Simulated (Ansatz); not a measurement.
Cost and result for the atomization energy of `O=C(O)O[SiH3]` (9 atoms, 8 bonds).

```tsv
atom	x (Å)	y (Å)	z (Å)
O1	1.280	-0.398	-0.874
C2	0.221	-0.887	-0.573
O3	-0.204	-2.085	-0.969
O4	-0.685	-0.311	0.198
Si5	-0.320	1.228	0.801
H6	0.494	-2.453	-1.524
H7	0.883	1.165	1.658
H8	-1.521	1.557	1.599
H9	-0.148	2.183	-0.315
```

Total charge 0; spin multiplicity 1. Geometry: relaxed with PBE0-D4/def2-TZVP. It is one conformer, not always the lowest. Program: Ansatz. All runs use 2 threads of an Arm Neoverse V1 on a shared host. Times are those of one run each, without the atoms' runs, and a repeat can differ threefold. Electronic energies, without spin–orbit coupling; frozen cores. CCSD(T)/CBS adds CCSD(T) − MP2 in def2-TZVPP to the MP2 limit, and its time is that of the two runs behind it. T1 = 0.014. B3LYP takes the VWN-RPA correlation (the form of Gaussian; ORCA's B3LYP/G).

CCSD(T)/CBS is a level of theory with its own doubt, some kJ/mol a heavy atom from the limit and from the frozen cores, so smaller differences don't rank the functionals.

```csv
level,functions,wall time
revPBE-D4/def2-TZVPP,222,2.7 s
BLYP-D4/def2-TZVPP,222,2.7 s
PBE-D4/def2-TZVPP (with forces),222,3.3 s
PBE0-D4/def2-TZVPP,222,4 s
BHLYP-D4/def2-TZVPP,222,4.2 s
B3LYP-D4/def2-TZVPP (with forces),222,6 s
CCSD(T)/def2-SVP,94,6 s
B2PLYP/def2-TZVPP,222,7 s
r2SCANh-D4/def2-TZVPP,222,7.5 s
PBE-QIDH/def2-TZVPP,222,8 s
MP2/def2-QZVPP,418,26 s
CCSD(T)/def2-TZVPP,222,2.8 min
CCSD(T)/CBS(def2),–,3.2 min
```

**Question.** What atomization energy does each give, and how far from CCSD(T)/CBS? (Best estimate.)

**Answer.** The calculation gave: 
| level | atomization (kcal/mol) | difference from CCSD(T)/CBS | per bond |
| --- | --- | --- | --- |
| revPBE-D4/def2-TZVPP | 843.9 | -5.7 | -0.7 |
| BLYP-D4/def2-TZVPP | 851.6 | 2.0 | 0.2 |
| PBE-D4/def2-TZVPP (with forces) | 870.7 | 21.1 | 2.6 |
| PBE0-D4/def2-TZVPP | 844.0 | -5.6 | -0.7 |
| BHLYP-D4/def2-TZVPP | 807.9 | -41.7 | -5.2 |
| B3LYP-D4/def2-TZVPP (with forces) | 845.1 | -4.5 | -0.6 |
| CCSD(T)/def2-SVP | 795.6 | -54.0 | -6.7 |
| B2PLYP/def2-TZVPP | 839.2 | -10.4 | -1.3 |
| r2SCANh-D4/def2-TZVPP | 842.9 | -6.7 | -0.8 |
| PBE-QIDH/def2-TZVPP | 837.7 | -11.9 | -1.5 |
| MP2/def2-QZVPP | 865.4 | 15.8 | 2.0 |
| CCSD(T)/def2-TZVPP | 823.9 | -25.7 | -3.2 |
| CCSD(T)/CBS(def2) | 849.6 | 0.0 | 0.0 |

From BLYP to BHLYP (50 % exact exchange), in def2-TZVPP and without D4, the atomization energy moves by −39.5 kcal/mol: exact exchange takes away binding that semilocal exchange gives to molecules. In def2-TZVPP, CCSD(T) changes the Hartree–Fock value by +240.8 kcal/mol (the triples alone add +16.3 kcal/mol) and MP2 by +267.0 kcal/mol; breaking electron pairs costs correlation energy, which Hartree–Fock lacks. At CCSD(T), def2-SVP lies −54.0 kcal/mol from the extrapolated value and def2-TZVPP −25.7 kcal/mol: correlation converges slowly with the basis, and small sets miss more of it in the bonded molecule than in its fragments.
